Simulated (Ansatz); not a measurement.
```yaml
crystal:
  periodic: [false, false, false]
  atoms:
    - {symbol: F, position_ang: [-1.706242, -0.284610, 1.614155]}
    - {symbol: C, position_ang: [-0.889535, 0.060004, 0.665464]}
    - {symbol: C, position_ang: [-0.956662, 0.714949, -0.401044]}
    - {symbol: C, position_ang: [0.557618, 0.240943, -0.786714]}
    - {symbol: F, position_ang: [0.630617, -0.480111, -1.810946]}
    - {symbol: F, position_ang: [1.739132, 1.054596, -0.618509]}
    - {symbol: C, position_ang: [0.432171, -0.786295, 0.496984]}
    - {symbol: F, position_ang: [1.343531, -0.590229, 1.445115]}
    - {symbol: H, position_ang: [-1.450713, 1.325299, -0.919556]}
    - {symbol: H, position_ang: [0.197568, -1.743619, 0.402281]}
basis:
  gaussian: {orbitals: cc-pVTZ}
hamiltonian: {xc: {name: B2GP-PLYP}, pseudopotentials: {relativity: none}}
relax: {f_tol: 0.0001, max_steps: 3}
output: {forces: true}
```

```sh
$ ansatz run in.yaml --threads 8 --pin off --events-out ev --progress --plain --max-ram 18278MiB
```

How does Ansatz answer? (Estimate.)

The calculation gave: The calculation stopped without meeting its thresholds.
```
Functional definition: B2GP-PLYP
1911 factors; integrals over basis functions are off by at most 3.1e-4 eV
mean field evaluation 1: about -15015.5249 eV, gradient 4.7e1 eV
mean field evaluation 2: about -15015.9015 eV, gradient 4.7e1 eV
mean field evaluation 4: about -15019.7115 eV, gradient 5.3e0 eV
mean field evaluation 8: about -15019.7733 eV, gradient 5.6e-1 eV
mean field evaluation 16: about -15019.7740 eV, gradient 1.4e-4 eV
mean field -15019.77398425 eV, -551.9665131528 hartree, gradient 5.2e-6 eV, S^2 0.000000; 0 other end points of the search recorded, 0 dependent functions left out
8 core orbitals not correlated: weight in the atoms' cores, before any rotation towards them, 1.000 or more for the frozen orbitals, at most 0.000 for the correlated occupied ones
reference -15019.77407592 eV, -551.9665165217 hartree; 23, 23 occupied and 237, 237 virtual orbitals, 1911 factors
second order -49.93009849 eV of doubles, -0.00000000 eV of singles
relax step   1: F+E_penalty+E_count = -15037.74881971 eV  Δ(F+E_penalty+E_count) = +0.000e0 eV  max|allowed force component| = 7.883e0 eV/Å  Δτ_max = 0.0000 Å  (47 SCF iters, accepted)
1911 factors; integrals over basis functions are off by at most 4.1e-4 eV
mean field evaluation 32: about -15021.5121 eV, gradient 2.4e-6 eV
mean field -15021.51207905 eV, -552.0303869584 hartree, gradient 2.3e-6 eV, S^2 0.000000; 0 other end points of the search recorded, 0 dependent functions left out
8 core orbitals not correlated: weight in the atoms' cores, before any rotation towards them, 1.000 or more for the frozen orbitals, at most 0.000 for the correlated occupied ones
reference -15021.51217179 eV, -552.0303903667 hartree; 23, 23 occupied and 237, 237 virtual orbitals, 1911 factors
second order -50.05829260 eV of doubles, -0.00000000 eV of singles
relax step   2: F+E_penalty+E_count = -15039.53306438 eV  Δ(F+E_penalty+E_count) = -1.784e0 eV  max|allowed force component| = 2.906e0 eV/Å  Δτ_max = 0.1906 Å  (59 SCF iters, accepted)
1911 factors; integrals over basis functions are off by at most 4.5e-4 eV
mean field -15021.83451565 eV, -552.0422362851 hartree, gradient 2.3e-6 eV, S^2 0.000000; 0 other end points of the search recorded, 0 dependent functions left out
8 core orbitals not correlated: weight in the atoms' cores, before any rotation towards them, 1.000 or more for the frozen orbitals, at most 0.000 for the correlated occupied ones
reference -15021.83460869 eV, -552.0422397041 hartree; 23, 23 occupied and 237, 237 virtual orbitals, 1911 factors
second order -50.00771644 eV of doubles, -0.00000000 eV of singles
relax step   3: F+E_penalty+E_count = -15039.83729357 eV  Δ(F+E_penalty+E_count) = -3.042e-1 eV  max|allowed force component| = 1.331e0 eV/Å  Δτ_max = 0.0799 Å  (50 SCF iters, accepted)
Error: geometry relaxation did not converge after 3 steps: max|allowed force component| = 1.33e0 eV/Å (threshold 1.0e-4). Raise `relax.max_steps` over both its present limit and 3, loosen `relax.f_tol`, or start from a geometry closer to equilibrium. Where this run's directory can be resumed (`checkpoint.write`), a resume goes on for up to `relax.max_steps` more
```
